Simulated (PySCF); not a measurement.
Job file and geometry (Å, from GFN2-xTB) of an NMR shielding run on SMILES C=C(CCl)[C@@H]([SiH3])C(F)(F)F, C$_{5}$H$_{8}$ClF$_{3}$Si, GIAO PBE0/pcSseg-1 NMR shielding, non-relativistic, gas phase in PySCF; density fitting, a coarse starting grid and PySCF grid level 2 are the driver's defaults:

```
$ OMP_NUM_THREADS=1 python probes_run.py task.json out

{"job": {"kind": "nmr", "xc": "PBE0", "basis": "pcSseg-1"}, "charge": 0, "multiplicity": 1}
C      1.068082     1.934111    -0.373688
C      0.635594     0.785585     0.130115
C      1.462016     0.028821     1.118288
Cl     2.117341    -1.443009     0.332258
C     -0.651887     0.171713    -0.325267
Si    -0.460878    -1.394117    -1.447556
C     -1.576036    -0.168107     0.808043
F     -2.817272    -0.431510     0.362876
F     -1.211343    -1.246835     1.523953
F     -1.707988     0.829384     1.707912
H      0.493211     2.493497    -1.091047
H      2.011735     2.360468    -0.081981
H      2.315780     0.618473     1.448453
H      0.891142    -0.309811     1.981657
H     -1.188404     0.921360    -0.912616
H     -0.374789    -2.608354    -0.651541
H      0.683210    -1.121597    -2.307909
H     -1.698272    -1.413754    -2.233604
```

Q: Write the output of this run.

A: 
```
coarse grid: 16896 points
cycle   1  E = -1243.4658551874  dE =  1.348e+00  |g| = 9.059e-01  |ddm| = 3.869e+00
cycle   2  E = -1243.3250249642  dE =  1.408e-01  |g| = 1.341e+00  |ddm| = 1.301e+00
cycle   3  E = -1243.6087830792  dE = -2.838e-01  |g| = 9.890e-02  |ddm| = 8.241e-01
cycle   4  E = -1243.6101839072  dE = -1.401e-03  |g| = 6.470e-02  |ddm| = 1.560e-01
cycle   5  E = -1243.6111672388  dE = -9.833e-04  |g| = 1.625e-02  |ddm| = 6.847e-02
cycle   6  E = -1243.6112228896  dE = -5.565e-05  |g| = 3.742e-03  |ddm| = 1.465e-02
cycle   7  E = -1243.6112261365  dE = -3.247e-06  |g| = 8.527e-04  |ddm| = 4.268e-03
final grid: 157504 points
cycle   8  E = -1243.6888152578  dE = -6.136e-05  |g| = 8.368e-03  |ddm| = 3.414e-02
cycle   9  E = -1243.6888054398  dE =  9.818e-06  |g| = 1.102e-02  |ddm| = 1.674e-02
cycle  10  E = -1243.6888302439  dE = -2.480e-05  |g| = 1.377e-03  |ddm| = 9.954e-03
cycle  11  E = -1243.6888305455  dE = -3.016e-07  |g| = 5.344e-04  |ddm| = 1.553e-03
cycle  12  E = -1243.6888306132  dE = -6.763e-08  |g| = 1.396e-04  |ddm| = 5.262e-04
cycle  13  E = -1243.6888306173  dE = -4.078e-09  |g| = 3.493e-05  |ddm| = 1.513e-04
cycle  14  E = -1243.6888306175  dE = -2.619e-10  |g| = 8.482e-06  |ddm| = 4.277e-05
converged SCF energy = -1243.6888306175

GIAO shielding tensors (ppm)
atom      isotropic    diamagn.    paramagn.     s11        s22        s33       span
  0 C       60.451     251.369    -190.918    -40.803     80.500    141.657    182.460
  1 C       37.066     260.406    -223.339    -85.131     40.543    155.788    240.919
  2 C      132.933     244.700    -111.767    107.509    136.541    154.750     47.240
  3 Cl     813.325    1147.329    -334.005    666.112    778.534    995.327    329.215
  4 C      146.350     252.995    -106.645    129.555    142.940    166.556     37.001
  5 Si     408.806     878.476    -469.670    382.967    395.340    448.110     65.143
  6 C       50.043     242.903    -192.860     43.468     48.474     58.188     14.721
  7 F      241.163     472.371    -231.208    153.815    233.706    335.968    182.153
  8 F      247.419     475.465    -228.046    160.496    253.714    328.047    167.551
  9 F      242.954     474.906    -231.952    151.823    242.735    334.304    182.480
 10 H       26.371      31.508      -5.137     22.686     24.895     31.534      8.848
 11 H       26.174      30.405      -4.231     22.569     24.901     31.053      8.484
 12 H       27.571      29.649      -2.078     22.033     26.703     33.977     11.944
 13 H       26.997      28.851      -1.854     23.458     26.409     31.125      7.667
 14 H       28.838      33.288      -4.450     25.523     28.382     32.609      7.086
 15 H       26.926      28.483      -1.557     23.995     26.496     30.288      6.293
 16 H       27.606      28.773      -1.167     23.792     26.990     32.036      8.244
 17 H       27.431      28.649      -1.218     23.455     25.446     33.393      9.938
```

Q: Turn these shieldings into chemical shifts. δ = σ(ref) − σ, references computed at the same level: TMS for ¹³C (σref 186.93) and ²⁹Si (σref 349.16) and ¹H (σref 31.72); ³⁵Cl (σref 949.78) vs HCl; ¹⁹F (σref 170.95) vs CFCl3.

A: Averaging equivalent atoms: C 1: 149.9; C 6: 136.9; C 0: 126.5; C 2: 54.0; C 4: 40.6; Cl 3: 136; Si 5: -59.6; F 7/8/9: -72.9; H 11: 5.54; H 10: 5.35; H 13: 4.72; H 15/16/17: 4.40; H 12: 4.15; H 14: 2.88 ppm. Unscaled 19F shifts against computed CFCl3 carry errors that often reach 10 to 50 ppm.

Size and cost of the density-fitted run: 224 basis functions, 93 s wall time on 1 thread of an Arm Neoverse N1, shared host; peak memory 1.1 GiB.
